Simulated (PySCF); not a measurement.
Working out the ionisation energy of Tc²⁺

Tc²⁺ [Kr] 4d5 (6S) → Tc³⁺ [Kr] 4d4 (5D). Calculation: PySCF 2.14, in aug-cc-pVDZ-PP with ECP28MDF; scalar relativity through the core potential. Frozen: 4s2 4p6. Energies in hartree (1 hartree = 27.21139 eV):

```json
{"part": "UHF", "Tc²⁺ (lower)": "-79.119916", "Tc³⁺ (upper)": "-78.059252"}
{"part": "MP2 opposite-spin", "Tc²⁺ (lower)": "0.000000", "Tc³⁺ (upper)": "0.000000"}
{"part": "MP2 same-spin", "Tc²⁺ (lower)": "-0.042758", "Tc³⁺ (upper)": "-0.023412"}
```

Question: What does Hartree-Fock give?

Answer: (-78.059252) − (-79.119916) = 1.060664 hartree = 28.862 eV.

Question: What do MP2 and SCS-MP2 (6/5 opposite-spin, 1/3 same-spin) give?

Answer: The opposite-spin parts differ by 0.000 eV and the same-spin parts by 0.526 eV. MP2: 28.862 + (0.000) + (0.526) = 29.388 eV. SCS-MP2: 28.862 + 1.2 × (0.000) + (0.526)/3 = 29.037 eV.

Reference: 29.55 eV (semi-empirical (NIST evaluation); NIST Atomic Spectra Database, ionization energies), between the lowest levels; spin-orbit coupling is absent from the calculation.

A double-zeta basis recovers only part of the correlation energy.

What remains against the reference includes basis incompleteness, the frozen core and correlation beyond second order.
